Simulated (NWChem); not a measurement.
Molecule: CdHOI; SMILES [OH][Cd][I]

```xyz
4

Cd    -0.4746     0.8963     0.0000
I      0.4005    -1.5317     0.0000
O     -1.2350     2.7125     0.0000
H     -0.5467     3.3881     0.0000
```
Atoms are numbered in this order, from 1.

Results from NWChem. The geometry was optimised at PBE0/def2-SVP. def2 effective core potentials on Cd, I; no spin-orbit coupling. Level: PBE0/def2-SVPD; rows give the wavelength of the field.

```
field    isotropic polarisability (bohr³)  anisotropy (bohr³)
-------  --------------------------------  ------------------
static                               71.1                44.6
1065 nm                              72.3                45.8
589 nm                               75.2                48.9
```
